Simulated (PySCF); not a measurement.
HgCl, SMILES [Cl][Hg+], charge +1. Geometry optimised at PBE-D3(BJ)/def2-TZVPD. The spin state was assumed, not searched. The def2 effective core potentials stand for the cores of Hg; spin–orbit coupling is left out.

Computed equilibrium geometry at PBE-D3(BJ)/def2-TZVPD (PySCF confirms it by a frequency run) as a Z-matrix, and its point group:
point group C∞v.
```
Hg
Cl 1 2.2584
```
Charge +1, spin multiplicity 1.
